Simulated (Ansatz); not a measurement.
Born–Oppenheimer molecular dynamics of CH$_{7}$BClN (11 atoms, charge 0, multiplicity 1). It starts at the highest image of a converged band. Of that band: The profile has 2 maxima (images 1, 3) with wells between them (image 2): this band takes more than one step, which may be the mechanism or a detour left from its start path. A vibrational analysis at the climbing image gives one clearly imaginary mode, 764i cm⁻¹: a first-order saddle point.

The calculation used Ansatz 0.2.0, RKS B3LYP-D4/6-31G*.

```
ensemble                      : NVE (velocity Verlet)
time step                     : 0.5 fs
steps asked                   : 200
starting velocities drawn for : 100 K
seed                          : 2729
```

First frame:

```xyz
11
Properties=species:S:1:pos:R:3
B -0.049 0.078 0.191
N -0.090 -0.206 1.678
H -0.996 -0.141 2.142
H 0.647 0.196 2.254
H 1.009 0.427 -0.222
C -1.378 0.094 -0.617
H -2.191 -0.476 -0.155
H -1.713 1.141 -0.716
H -1.227 -0.280 -1.634
Cl 0.490 -2.645 0.448
H 0.165 -1.375 1.466
```

(1) How far do the bonds stretch over the last three quarters of this one trajectory? (Pairs bonded in most of those frames.)

Answers

(1) 
| bond | mean (Å) | spread (Å) | shortest | longest |
| --- | --- | --- | --- | --- |
| B1–N2 | 1.410 | 0.013 | 1.38 | 1.43 |
| B1–H5 | 1.200 | 0.014 | 1.18 | 1.22 |
| B1–C6 | 1.579 | 0.025 | 1.54 | 1.63 |
| N2–H3 | 1.014 | 0.013 | 0.99 | 1.03 |
| N2–H4 | 1.012 | 0.008 | 1.00 | 1.03 |
| C6–H7 | 1.099 | 0.018 | 1.07 | 1.13 |
| C6–H8 | 1.099 | 0.007 | 1.09 | 1.11 |
| C6–H9 | 1.099 | 0.014 | 1.08 | 1.12 |
| Cl10–H11 | 1.306 | 0.053 | 1.23 | 1.39 |

Mean temperature of the second half: 414 K. The conserved energy stayed within 0.12 meV per atom of its start (net change 0.1 meV per atom), so the integration is sound. The kinetic energy rose, since the run started high on the potential surface and went downhill. It ends in pieces (CH6BN + ClH), so much of that is their flight and rotation, not heat. A run of 0.1 ps of so small a system gives no equilibrium averages. The orbitals stay closed-shell, which can raise the energy where a bond breaks towards radicals; this wasn't checked here.

Run time: 9.2 min on 1 thread of Arm Neoverse V2, with other jobs on the host, peak memory 0.15 GiB.
